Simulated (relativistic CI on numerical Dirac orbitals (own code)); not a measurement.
**Cu4+ in a cubic cluster: L2,3 absorption with charge transfer**

Computed with a charge-transfer multiplet model of a cubic metal-ligand cluster with up to 3 ligand holes, Slater and spin-orbit integrals from Dirac-Coulomb-Breit ions, Slater integrals scaled by 0.7. The ground state mixes d7 with configurations of k ligand holes L, whose averages lie at kΔ + k(k − 1)U_dd/2; a core hole lowers each added d electron by U_cd. 300 K, Lorentzian 0.4 eV and Gaussian 0.3 eV FWHM.

Atomic integrals in eV (Slater integrals scaled, ζ unscaled), ground: F2dd 10.358, F4dd 6.495, zeta_d 0.120; with the core hole: F2dd 10.861, F4dd 6.812, zeta_d 0.150, zeta_core 13.370, F2cd 6.618, G1cd 5.133, G3cd 2.922.

Cluster parameters (eV): Δ = 0.8, U_dd = 7.9, 10Dq = 0.5, 10Dq(ligand) = 1.2, V(eg) = 2.8, V(t2g) = -1.43, final-state hopping factor = 1.

```tsv
Case	n_d	d7	d8L	d9L2	d10L3	S
U_cd = 8.3 eV	7.71	0.37	0.54	0.08	0.00	0.72
U_cd = 8.9 eV	7.71	0.37	0.54	0.08	0.00	0.72
U_cd = 9.5 eV	7.71	0.37	0.54	0.08	0.00	0.72
U_cd = 10.1 eV	7.71	0.37	0.54	0.08	0.00	0.72
U_cd = 11.3 eV	7.71	0.37	0.54	0.08	0.00	0.72
```

Weights, n_d and S are thermal averages at 300 K. Photon energies count from the first peak over 30 % of the highest in each spectrum, which can be another peak from case to case. The parameters are a model scan and need not match a compound or its usual spin state. Peaks in eV (height, largest 100):
- U_cd = 8.3 eV: 0.0 (42), 0.8 (100), 1.6 (98), 3.3 (16), 20.4 (7), 21.4 (37), 22.1 (19), 22.8 (10)
- U_cd = 8.9 eV: 0.0 (40), 0.8 (100), 1.6 (91), 3.3 (14), 20.5 (7), 21.4 (36), 22.2 (15)
- U_cd = 9.5 eV: 0.0 (38), 0.8 (100), 1.5 (80), 3.2 (13), 20.5 (7), 21.3 (34), 22.3 (12)
- U_cd = 10.1 eV: 0.0 (100), 0.6 (71), 2.2 (12), 8.7 (5), 20.5 (35), 21.5 (10)
- U_cd = 11.3 eV: 0.0 (100), 1.6 (20), 8.8 (9), 20.5 (34), 21.8 (8)

Curve for U_cd = 11.3 eV (points under 2 left out, the grid thinned):

```tsv
E (eV)	Intensity
-2.2	2.2
-1.8	3.4
-1.5	5.6
-1.1	14.7
-0.7	38.4
-0.4	50.2
0.0	100.0
0.4	72.3
0.7	56.8
1.1	28.7
1.5	20.1
1.8	17.5
2.2	11.1
2.6	7.4
3.0	5.9
3.3	4.9
3.7	4.2
4.1	3.8
4.4	4.0
4.8	3.6
5.2	3.0
5.5	2.9
6.5	2.1
6.9	3.4
7.2	4.0
7.6	5.9
8.0	6.4
8.3	7.0
8.7	8.5
9.1	6.1
9.4	3.2
19.1	2.1
19.5	5.3
19.9	8.3
20.2	18.3
20.6	29.6
21.0	7.9
21.3	6.2
21.7	8.2
22.1	7.1
22.4	4.5
22.8	3.2
28.5	2.0
28.8	2.7
29.2	2.0
```

For the case U_cd = 10.1 eV, Δ = 0.8 eV is smaller than U_dd = 7.9 eV, the charge-transfer side of the Zaanen-Sawatzky-Allen scheme. With the core hole the configuration with one ligand hole lies at Δ + U_dd − U_cd = 0.4, -0.2, -0.8, -1.4, -2.6 eV from the one without, in the order of the table; where this is negative the screened configuration lies lower, though the effective hopping of about 4.1 eV (from the holes of the mixed ground state) mixes the two strongly wherever it is as large as the gap.
